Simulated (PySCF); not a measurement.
PySCF job for C3H7NOSi, SMILES C1=CO[SiH2]NC1, B3LYP-D3(BJ)/def2-SVP. Geometry: B3LYP-D3(BJ)/def2-SVP. The structure was generated by enumeration, and PubChem lists no compound with its InChIKey, so it may never have been made. The values are those of a single conformer.

```python
import numpy as np
from pyscf import gto, scf, dft, df
from pyscf.hessian import thermo

mol = gto.M(
    atom='''
    C     1.32233894   -0.97416521   -0.28766811
    C     1.56038881    0.24608768    0.21788286
    O     0.62512290    1.17188844    0.56999775
    Si   -0.98043753    0.95025595    0.09274958
    N    -1.12892956   -0.75592320   -0.07192743
    C    -0.02815222   -1.60000007   -0.52534065
    H     2.19197325   -1.58688736   -0.53751374
    H     2.58178914    0.60227717    0.38595073
    H    -1.16134236    1.75736739   -1.15026691
    H    -1.90484252    1.45919759    1.13876293
    H    -2.02945388   -1.21921400   -0.03808112
    H    -0.11730911   -1.86705391   -1.60132835
    H    -0.06061846   -2.56444991    0.01824782
    ''',
    basis='def2-SVP',
    charge=0,
    spin=0,
    max_memory=1600,
    verbose=3,
)
mf = dft.RKS(mol, xc='b3lyp').density_fit(auxbasis='def2-universal-jkfit')
mf.disp = 'd3bj'
mf.grids.level = 3
mf.conv_tol = 1e-11
mf.max_cycle = 100
mf.kernel()

# [left out here: the lines that compute and print the analytic Hessian (its translational invariance restored by hand, since the grid's response is missing), thermochemistry and intensities]
```

Program output:

```
converged SCF energy = -537.790285643732

WARN: DFTD3 does not support analytical Hessian, using finite difference


WARN: Mole.unit (angstrom) is changed to Bohr

Mode                                 0                   1                   2
Irrep
Freq [cm^-1]                       93.2036            135.9109            287.9383
Reduced mass [au]                   2.8899              2.4666              1.1311
Force const [Dyne/A]                0.0148              0.0268              0.0553
Char temp [K]                     134.0992            195.5456            414.2791
Normal mode                   x     y     z       x     y     z       x     y     z
       0   C                 0.02 -0.05  0.09   -0.01  0.01 -0.01   -0.01  0.00 -0.01
       1   C                 0.01 -0.03  0.04   -0.01 -0.01  0.05   -0.01 -0.01  0.03
       2   O                 0.02  0.04 -0.15   -0.00  0.01  0.01    0.01  0.02  0.00
       3  Si                -0.03  0.00  0.05    0.01 -0.01 -0.05    0.00 -0.00 -0.00
       4   N                 0.01  0.00 -0.02    0.01 -0.03  0.16    0.00  0.02 -0.07
       5   C                 0.01  0.02 -0.06   -0.02  0.05 -0.09   -0.01 -0.01 -0.02
       6   H                 0.02 -0.11  0.24   -0.01 -0.00  0.02   -0.00  0.01 -0.00
       7   H                 0.01 -0.07  0.15   -0.01 -0.05  0.12   -0.01 -0.04  0.07
       8   H                -0.23  0.07  0.12    0.10 -0.17 -0.16    0.04  0.04  0.03
       9   H                 0.07 -0.09  0.19   -0.03  0.11 -0.15   -0.05 -0.10  0.00
      10   H                 0.01 -0.00 -0.05    0.02 -0.04  0.18    0.14 -0.17  0.89
      11   H                 0.06  0.15 -0.10   -0.07  0.29 -0.15    0.00 -0.08 -0.00
      12   H                -0.05 -0.04 -0.18   -0.00 -0.06 -0.30   -0.03  0.03  0.04
Mode                                 3                   4                   5
Irrep
Freq [cm^-1]                      398.4765            435.1959            469.8237
Reduced mass [au]                   7.5829              2.4474              5.1850
Force const [Dyne/A]                0.7094              0.2731              0.6743
Char temp [K]                     573.3190            626.1500            675.9717
Normal mode                   x     y     z       x     y     z       x     y     z
       0   C                 0.09 -0.04 -0.05    0.03 -0.06  0.14    0.04  0.07 -0.01
       1   C                 0.02 -0.06  0.01    0.03  0.05 -0.13    0.11  0.02  0.04
       2   O                -0.05 -0.12 -0.02   -0.01 -0.06  0.05    0.02 -0.06 -0.04
       3  Si                -0.07  0.07 -0.01   -0.01  0.00 -0.00   -0.00 -0.05 -0.00
       4   N                 0.05  0.05  0.05   -0.03  0.01 -0.02   -0.14 -0.01 -0.03
       5   C                 0.05  0.03  0.02    0.00  0.04 -0.01   -0.02  0.11  0.04
       6   H                 0.08 -0.05 -0.06    0.01 -0.03  0.02   -0.03 -0.04 -0.02
       7   H                -0.01 -0.00  0.09    0.03  0.18 -0.38    0.09  0.03  0.14
       8   H                -0.09  0.11  0.02    0.07 -0.00 -0.02    0.02 -0.11 -0.04
       9   H                -0.05  0.06  0.01   -0.02  0.03 -0.03    0.13  0.13  0.03
      10   H                 0.09 -0.01  0.11    0.01 -0.05  0.14   -0.09 -0.10  0.04
      11   H                -0.02 -0.02  0.04    0.13  0.24 -0.07   -0.00  0.05  0.05
      12   H                 0.04  0.05  0.06   -0.13 -0.06 -0.20    0.05  0.13  0.07
Mode                                 6                   7                   8
Irrep
Freq [cm^-1]                      661.6726            686.1557            738.0464
Reduced mass [au]                   1.1554              1.4172              1.9739
Force const [Dyne/A]                0.2980              0.3931              0.6335
Char temp [K]                     951.9995            987.2252           1061.8845
Normal mode                   x     y     z       x     y     z       x     y     z
       0   C                -0.00  0.01 -0.00    0.03 -0.03 -0.02    0.02 -0.03  0.02
       1   C                 0.04 -0.00  0.00   -0.01 -0.02 -0.02    0.05 -0.05  0.08
       2   O                 0.03  0.00 -0.02    0.02  0.03 -0.03    0.08  0.06  0.02
       3  Si                -0.01 -0.03 -0.01   -0.04  0.01  0.07   -0.06  0.03 -0.02
       4   N                 0.00  0.02  0.03   -0.01 -0.00 -0.04   -0.03 -0.04 -0.00
       5   C                -0.03  0.04  0.02    0.03 -0.02 -0.01    0.01 -0.04  0.01
       6   H                -0.04 -0.04 -0.02    0.05 -0.05  0.09   -0.00  0.18 -0.56
       7   H                 0.05 -0.00 -0.01   -0.00 -0.04  0.02    0.09  0.02 -0.24
       8   H                 0.27  0.35  0.20    0.44 -0.29 -0.20   -0.14  0.01 -0.02
       9   H                -0.52 -0.53 -0.20   -0.34  0.34 -0.36   -0.03  0.04  0.00
      10   H                -0.04  0.09 -0.07    0.01 -0.05 -0.04   -0.02 -0.07 -0.02
      11   H                -0.05  0.04  0.02    0.01 -0.05 -0.00    0.08  0.06 -0.02
[...]
       1   C                 0.00  0.04  0.02   -0.05  0.06  0.02    0.05 -0.04 -0.02
       2   O                 0.01 -0.01 -0.00   -0.01 -0.02 -0.01   -0.01  0.01  0.01
       3  Si                 0.01 -0.01 -0.00    0.01  0.01  0.00   -0.00  0.01  0.00
       4   N                -0.05  0.09  0.02    0.01 -0.06 -0.01   -0.00 -0.07 -0.02
       5   C                 0.12 -0.06 -0.02    0.04  0.01 -0.00    0.11  0.06  0.01
       6   H                -0.21 -0.21 -0.08   -0.20 -0.28 -0.11    0.09  0.18  0.07
       7   H                -0.05  0.18  0.06    0.21 -0.55 -0.22   -0.09  0.29  0.11
       8   H                -0.06 -0.04 -0.01   -0.03 -0.03 -0.02    0.02  0.00 -0.01
       9   H                -0.04 -0.08 -0.01   -0.02 -0.01 -0.01    0.01  0.01  0.02
      10   H                 0.22 -0.43 -0.13   -0.11  0.17  0.05   -0.21  0.34  0.11
      11   H                -0.35 -0.01  0.01   -0.27 -0.06  0.04   -0.33 -0.12  0.09
      12   H                -0.18 -0.06 -0.04   -0.30  0.00 -0.03   -0.35  0.01 -0.10
Mode                                24                  25                  26
Irrep
Freq [cm^-1]                     1488.0721           1727.1848           2201.7336
Reduced mass [au]                   1.0882              6.6443              1.0444
Force const [Dyne/A]                1.4198             11.6782              2.9830
Char temp [K]                    2141.0045           2485.0344           3167.8045
Normal mode                   x     y     z       x     y     z       x     y     z
       0   C                 0.01 -0.00  0.00    0.06  0.17  0.07    0.00  0.00  0.00
       1   C                -0.01  0.01  0.00   -0.01 -0.18 -0.07    0.00 -0.00 -0.00
       2   O                 0.00 -0.00 -0.00   -0.01  0.02  0.01   -0.00  0.00 -0.00
       3  Si                -0.00 -0.01 -0.00   -0.00 -0.00 -0.00   -0.00  0.02 -0.03
       4   N                -0.00  0.03  0.01    0.00  0.01  0.00    0.00  0.00  0.00
       5   C                -0.03  0.06  0.03   -0.01 -0.02 -0.01    0.00 -0.00 -0.00
       6   H                 0.01  0.00  0.00   -0.15 -0.05 -0.02   -0.00  0.00  0.00
       7   H                 0.01 -0.03 -0.01   -0.15  0.08  0.03    0.00  0.00  0.00
       8   H                 0.00  0.01  0.01    0.02  0.01 -0.01    0.12 -0.52  0.81
       9   H                 0.01  0.01 -0.01    0.01  0.01  0.01   -0.09  0.06  0.09
      10   H                 0.05 -0.07 -0.03    0.02 -0.03 -0.01   -0.00  0.01 -0.01
      11   H                 0.09 -0.64  0.16   -0.07 -0.04  0.00   -0.00  0.00 -0.00
      12   H                 0.09 -0.32 -0.59   -0.08 -0.03 -0.03   -0.00  0.00  0.00
Mode                                27                  28                  29
Irrep
Freq [cm^-1]                     2251.4545           2931.9093           2992.3245
Reduced mass [au]                   1.0384              1.0746              1.0886
Force const [Dyne/A]                3.1012              5.4425              5.7432
Char temp [K]                    3239.3417           4218.3647           4305.2888
Normal mode                   x     y     z       x     y     z       x     y     z
       0   C                -0.00  0.00  0.00    0.00 -0.00  0.00    0.00 -0.00 -0.00
       1   C                 0.00 -0.00 -0.00    0.00 -0.00 -0.00    0.00 -0.00 -0.00
       2   O                -0.00  0.00 -0.00    0.00  0.00  0.00    0.00  0.00  0.00
       3  Si                -0.02  0.01  0.02   -0.00 -0.00  0.00   -0.00 -0.00 -0.00
       4   N                -0.00  0.00 -0.00   -0.00  0.00 -0.00   -0.00  0.00  0.00
       5   C                 0.00 -0.00  0.00    0.01  0.02  0.07    0.00  0.07 -0.05
       6   H                -0.00  0.00  0.00   -0.01  0.01  0.00   -0.01  0.01  0.01
       7   H                 0.00  0.00  0.00   -0.01 -0.00 -0.00   -0.00 -0.00 -0.00
       8   H                 0.01 -0.07  0.13    0.00  0.00 -0.00   -0.00  0.00 -0.00
       9   H                 0.60 -0.33 -0.69   -0.00  0.00  0.00   -0.00  0.00  0.00
      10   H                -0.00  0.01  0.00   -0.00  0.00  0.00    0.00  0.00  0.00
      11   H                -0.00  0.00 -0.00   -0.09 -0.21 -0.93    0.02  0.04  0.10
      12   H                -0.00 -0.00  0.00    0.00 -0.10  0.09   -0.03 -0.82  0.48
Mode                                30                  31                  32
Irrep
Freq [cm^-1]                     3170.2484           3194.4850           3621.1592
Reduced mass [au]                   1.0881              1.0966              1.0762
Force const [Dyne/A]                6.4431              6.5933              8.3146
Char temp [K]                    4561.2817           4596.1526           5210.0418
Normal mode                   x     y     z       x     y     z       x     y     z
       0   C                 0.03 -0.02 -0.01   -0.06  0.05  0.02    0.00  0.00  0.00
       1   C                -0.07 -0.03 -0.01   -0.03 -0.02 -0.01   -0.00  0.00  0.00
       2   O                -0.00  0.00  0.00    0.00 -0.00 -0.00    0.00  0.00  0.00
       3  Si                 0.00  0.00  0.00    0.00 -0.00  0.00   -0.00  0.00  0.00
       4   N                -0.00 -0.00  0.00    0.00 -0.00 -0.00   -0.06 -0.03  0.00
       5   C                -0.00 -0.00 -0.00    0.00  0.00  0.00    0.00 -0.00 -0.00
       6   H                -0.34  0.24  0.10    0.68 -0.48 -0.20    0.00 -0.00 -0.00
       7   H                 0.80  0.28  0.13    0.39  0.14  0.07    0.00 -0.00  0.00
       8   H                -0.00  0.00 -0.00   -0.00  0.00 -0.00   -0.00  0.00 -0.00
       9   H                -0.00 -0.00  0.00   -0.00  0.00  0.00    0.00 -0.00 -0.00
      10   H                 0.00 -0.00 -0.00   -0.00 -0.00 -0.00    0.85  0.45 -0.04
      11   H                 0.00 -0.00  0.00   -0.00 -0.00 -0.01    0.00 -0.00 -0.00
      12   H                 0.00  0.00 -0.00   -0.00 -0.01  0.01    0.00  0.00 -0.00
temperature 298.1500 [K]
pressure 101325.00 [Pa]
Rotational constants [GHz] 4.36083 3.44777 2.02486
Symmetry number 1
Zero-point energy (ZPE) 0.09941 [Eh]   260990.512 [J/mol]
                           tot       elec      trans        rot        vib
Entropy [J/mol/K]       332.097      0.000    166.326    111.962     53.809
Cv [J/mol/K]             98.802      0.000     12.472     12.472     73.858
Cp [J/mol/K]            107.116      0.000     20.786     12.472     73.858
Internal energy [J/mol]                      3718.434   3718.434 270409.160
Internal energy [Eh]   -537.68446  -537.79029
Enthalpy [J/mol]                             6197.391   3718.434 270409.160
Enthalpy [Eh]          -537.68352
Gibbs free energy [J/mol]                  -43392.820 -29662.900 254366.030
Gibbs free energy [Eh] -537.72123
mode   freq/cm-1   IR/(km/mol)
   1       93.20         0.793
   2      135.91         1.944
   3      287.94        94.858
   4      398.48         7.405
   5      435.20         2.490
   6      469.82        10.830
   7      661.67         2.424
   8      686.16        90.018
   9      738.05        43.234
  10      760.90         9.651
  11      779.66         9.154
  12      879.15        54.113
  13      899.93       100.288
  14      916.87       103.915
  15      960.54         0.907
  16     1005.84       126.486
  17     1016.59        64.036
  18     1080.38        26.856
  19     1164.18        66.967
  20     1237.10         5.645
  21     1293.27       243.192
  22     1315.12        53.332
  23     1397.61        27.479
  24     1442.07         8.855
  25     1488.07         7.469
  26     1727.18       108.642
  27     2201.73       186.202
  28     2251.45       146.300
  29     2931.91        90.450
  30     2992.32        45.557
  31     3170.25        10.449
  32     3194.48        15.556
  33     3621.16        21.986
max |gradient| / (hartree/bohr): 5.327346846344008e-05
APT charges: [-0.1997  0.563  -1.0022  1.5871 -0.8177  0.4358  0.0269  0.0143 -0.3216
 -0.2843  0.1703 -0.0986 -0.0734]
```

The calculation finished and met its thresholds.
